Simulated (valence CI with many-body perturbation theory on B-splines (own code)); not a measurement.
Yb47+: calculated level list

Computed by valence CI with perturbative core correlation (CI+MBPT): five valence electrons over a frozen Dirac-Fock core [Ar], a basis of 7 s, 7 p, 8 d, 6 f, 4 g, 1 h functions for each j, with the one-electron correlation potential Σ1 (screened to all orders), the two-electron term Σ2, the three-electron term Σ3, Breit, model QED; selected single and double excitations, second order for the rest (own B-spline code, finite nucleus).

No measured spectrum was set against this ion. As an estimate, large intervals hold to a few tenths of a per cent, small ones and those within an open d or f shell to about a per cent. The list stops below the first excitations out of the core. Only levels of the ground parity were solved; by the run's estimate the other parity begins above the list, which can be wrong where configurations are misplaced.

Levels 1 to 37 of 37, with energies above the lowest level, (3d3/2^4 3d5/2) J=5/2. "Leading %" is the weight of the configuration and term that name the level; weights of strongly mixed levels are sums over their largest components and can fall short. In the jj column 3d3/2^4 stands for four electrons in 3d with j = 3/2. Lifetimes count E1, E2, E3, M1 and M2 decay at the calculated energies, and are blank where another channel may lead or the interval is too uncertain; long ones can be off by a factor of two.

```csv
No.,Configuration,Term,J,E (cm⁻¹),Leading %,Second component,Lifetime,Leading jj
1,3d5,4P,5/2,0,27,24 % 3d5 2D,,3d3/2^4 3d5/2 (95 %)
2,3d5,6S,5/2,344550,37,23 % 3d5 2F,703 ns,3d3/2^3 3d5/2^2 (92 %)
3,3d5,4G,7/2,434260,34,25 % 3d5 2F,1.43 μs,3d3/2^3 3d5/2^2 (99 %)
4,3d5,2H,11/2,445070,43,34 % 3d5 4G,,3d3/2^3 3d5/2^2 (99 %)
5,3d5,4D,3/2,446760,39,30 % 3d5 4P,584 ns,3d3/2^3 3d5/2^2 (98 %)
6,3d5,2G,9/2,484590,30,30 % 3d5 4G,533 μs,3d3/2^3 3d5/2^2 (97 %)
7,3d5,2D,5/2,510290,31,29 % 3d5 4D,16.4 μs,3d3/2^3 3d5/2^2 (94 %)
8,3d5,4P,1/2,532810,45,29 % 3d5 2S,65.0 μs,3d3/2^3 3d5/2^2 (90 %)
9,3d5,2F,7/2,546100,39,32 % 3d5 2G,16.6 μs,3d3/2^3 3d5/2^2 (97 %)
10,3d5,2D,3/2,664410,60,20 % 3d5 4F,5.33 μs,3d3/2^3 3d5/2^2 (88 %)
11,3d5,6S,5/2,772430,32,28 % 3d5 2D,312 ns,3d3/2^2 3d5/2^3 (90 %)
12,3d5,4D,7/2,835340,52,41 % 3d5 4G,579 ns,3d3/2^2 3d5/2^3 (99 %)
13,3d5,2I,11/2,839930,50,49 % 3d5 4G,854 ns,3d3/2^2 3d5/2^3 (99 %)
14,3d5,4G,9/2,855130,61,36 % 3d5 2G,862 ns,3d3/2^2 3d5/2^3 (97 %)
15,3d5,2I,13/2,878570,100,,4.38 μs,3d3/2^2 3d5/2^3 (100 %)
16,3d5,4D,1/2,887630,78,15 % 3d5 2S,466 ns,3d3/2^2 3d5/2^3 (98 %)
17,3d5,4P,3/2,897300,53,34 % 3d5 4F,315 ns,3d3/2^2 3d5/2^3 (97 %)
18,3d5,2F,5/2,907350,42,31 % 3d5 4D,584 ns,3d3/2^2 3d5/2^3 (97 %)
19,3d5,2H,9/2,947220,53,47 % 3d5 4F,475 ns,3d3/2^2 3d5/2^3 (100 %)
20,3d5,2G,7/2,965660,61,35 % 3d5 2F,1.62 μs,3d3/2^2 3d5/2^3 (100 %)
21,3d5,4F,5/2,980650,64,26 % 3d5 2D,454 ns,3d3/2^2 3d5/2^3 (98 %)
22,3d5,2D,3/2,988060,86,11 % 3d5 4D,1.18 μs,3d3/2^2 3d5/2^3 (87 %)
23,3d5,2G,7/2,1029700,46,35 % 3d5 2F,848 ns,3d3/2^2 3d5/2^3 (95 %)
24,3d5,4P,1/2,1030500,41,37 % 3d5 2P,568 ns,3d3/2^2 3d5/2^3 (83 %)
25,3d5,2G,9/2,1095100,78,11 % 3d5 4F,1.47 μs,3d3/2^2 3d5/2^3 (97 %)
26,3d5,2P,3/2,1212100,74,24 % 3d5 2D,1.40 μs,3d3/2^2 3d5/2^3 (97 %)
27,3d5,2D,5/2,1229600,68,14 % 3d5 4D,564 ns,3d3/2^2 3d5/2^3 (79 %)
28,3d5,2F,5/2,1271200,31,29 % 3d5 4P,215 ns,3d3/2 3d5/2^4 (85 %)
29,3d5,2F,7/2,1333400,28,28 % 3d5 4F,287 ns,3d3/2 3d5/2^4 (99 %)
30,3d5,2H,11/2,1346000,56,27 % 3d5 2I,361 ns,3d3/2 3d5/2^4 (99 %)
31,3d5,2D,3/2,1358200,30,30 % 3d5 4D,229 ns,3d3/2 3d5/2^4 (98 %)
32,3d5,2G,9/2,1402500,56,17 % 3d5 4F,410 ns,3d3/2 3d5/2^4 (96 %)
33,3d5,2D,5/2,1437100,63,22 % 3d5 2F,366 ns,3d3/2 3d5/2^4 (90 %)
34,3d5,2G,7/2,1462200,54,34 % 3d5 2F,405 ns,3d3/2 3d5/2^4 (97 %)
35,3d5,2P,1/2,1524700,54,34 % 3d5 2S,387 ns,3d3/2 3d5/2^4 (90 %)
36,3d5,2D,3/2,1641300,75,18 % 3d5 2P,289 ns,3d3/2 3d5/2^4 (94 %)
37,3d5,2D,5/2,1827700,41,23 % 3d5 2F,164 ns,3d5/2^5 (95 %)
```

The ionisation energy to 3d4 3P_0 of the next ion comes out as 4051.2 eV (NIST: 4051 ± 4 eV (theoretical)). All 37 levels together are meant to be complete up to 1855800 cm⁻¹.
